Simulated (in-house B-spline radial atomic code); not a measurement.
Whole-atom quantities along the 10-electron series, configuration [He] 2s2 2p6. Computed with a radial B-spline atomic code at the basis-set limit: non-relativistic Hartree-Fock, average of the configuration, point nuclei.

This level leaves out relativity, spin-orbit splitting included, which matters for heavy ions.

```json
{"ion": "Kr26+", "Z": "36", "E/Z² (Eh)": "-1.7684", "Σ<r²> (bohr²)": "0.26561", "n(0)/Z³ (bohr⁻³)": "0.68304", "Lamb diamagnetic shielding (ppm)": "2400.29", "repulsion over attraction": "0.058396"}
{"ion": "Rb27+", "Z": "37", "E/Z² (Eh)": "?", "Σ<r²> (bohr²)": "?", "n(0)/Z³ (bohr⁻³)": "?", "Lamb diamagnetic shielding (ppm)": "?", "repulsion over attraction": "?"}
{"ion": "Sr28+", "Z": "38", "E/Z² (Eh)": "-1.78", "Σ<r²> (bohr²)": "0.2351", "n(0)/Z³ (bohr⁻³)": "0.68466", "Lamb diamagnetic shielding (ppm)": "2542.3", "repulsion over attraction": "0.055461"}
{"ion": "Zr30+", "Z": "40", "E/Z² (Eh)": "-1.7905", "Σ<r²> (bohr²)": "0.20957", "n(0)/Z³ (bohr⁻³)": "0.68613", "Lamb diamagnetic shielding (ppm)": "2684.32", "repulsion over attraction": "0.052805"}
{"ion": "Nb31+", "Z": "41", "E/Z² (Eh)": "?", "Σ<r²> (bohr²)": "?", "n(0)/Z³ (bohr⁻³)": "?", "Lamb diamagnetic shielding (ppm)": "?", "repulsion over attraction": "?"}
{"ion": "Mo32+", "Z": "42", "E/Z² (Eh)": "-1.8", "Σ<r²> (bohr²)": "0.18799", "n(0)/Z³ (bohr⁻³)": "0.68747", "Lamb diamagnetic shielding (ppm)": "2826.33", "repulsion over attraction": "0.05039"}
{"ion": "Tc33+", "Z": "43", "E/Z² (Eh)": "-1.8045", "Σ<r²> (bohr²)": "0.17843", "n(0)/Z³ (bohr⁻³)": "0.6881", "Lamb diamagnetic shielding (ppm)": "2897.33", "repulsion over attraction": "0.049263"}
{"ion": "Ru34+", "Z": "44", "E/Z² (Eh)": "?", "Σ<r²> (bohr²)": "?", "n(0)/Z³ (bohr⁻³)": "?", "Lamb diamagnetic shielding (ppm)": "?", "repulsion over attraction": "?"}
{"ion": "Rh35+", "Z": "45", "E/Z² (Eh)": "-1.8128", "Σ<r²> (bohr²)": "0.16137", "n(0)/Z³ (bohr⁻³)": "0.68927", "Lamb diamagnetic shielding (ppm)": "3039.34", "repulsion over attraction": "0.047153"}
{"ion": "Pd36+", "Z": "46", "E/Z² (Eh)": "-1.8167", "Σ<r²> (bohr²)": "0.15375", "n(0)/Z³ (bohr⁻³)": "0.68982", "Lamb diamagnetic shielding (ppm)": "3110.34", "repulsion over attraction": "0.046165"}
{"ion": "Ag37+", "Z": "47", "E/Z² (Eh)": "-1.8205", "Σ<r²> (bohr²)": "0.14665", "n(0)/Z³ (bohr⁻³)": "0.69035", "Lamb diamagnetic shielding (ppm)": "3181.35", "repulsion over attraction": "0.045216"}
{"ion": "Cd38+", "Z": "48", "E/Z² (Eh)": "-1.824", "Σ<r²> (bohr²)": "0.14004", "n(0)/Z³ (bohr⁻³)": "0.69086", "Lamb diamagnetic shielding (ppm)": "3252.35", "repulsion over attraction": "0.044306"}
{"ion": "In39+", "Z": "49", "E/Z² (Eh)": "-1.8275", "Σ<r²> (bohr²)": "0.13386", "n(0)/Z³ (bohr⁻³)": "0.69135", "Lamb diamagnetic shielding (ppm)": "3323.36", "repulsion over attraction": "0.043431"}
```

Fill in the row of Rb27+.

E/Z² (Eh): -1.7744; Σ<r²> (bohr²): 0.24966; n(0)/Z³ (bohr⁻³): 0.68387; Lamb diamagnetic shielding (ppm): 2471.3; repulsion over attraction: 0.056891.

Fill in the row of Nb31+.

E/Z² (Eh): -1.7954; Σ<r²> (bohr²): 0.19834; n(0)/Z³ (bohr⁻³): 0.68681; Lamb diamagnetic shielding (ppm): 2755.32; repulsion over attraction: 0.051569.

Fill in the row of Ru34+.

E/Z² (Eh): -1.8087; Σ<r²> (bohr²): 0.16958; n(0)/Z³ (bohr⁻³): 0.6887; Lamb diamagnetic shielding (ppm): 2968.34; repulsion over attraction: 0.048185.

With what power of Z does the column «Σ<r²> (bohr²)» change over this range?

A fit of the logarithm of its size against log Z from Z = 36 to 49 has slope -2.22. Unscreened non-relativistic hydrogenic orbitals would give -2.
